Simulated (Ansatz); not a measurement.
Task: Name a neutral molecule of B, Br, C, N, O and H with size of the dipole moment (ωB97M-V/def2-TZVPP) between 1.20 and 1.50 D and HOMO–LUMO gap (B3LYP/def2-TZVPP) between 7.30 and 7.60 eV (Ansatz, PBE0-D4/def2-TZVP geometry).

Result: `CN(C)B(O)Br` (1.37 D, 7.37 eV). Other molecules can fit too; these were computed, each in one conformer that needn't be the lowest.

B3LYP here is the variant with VWN-RPA as its local correlation; programs differ in this.
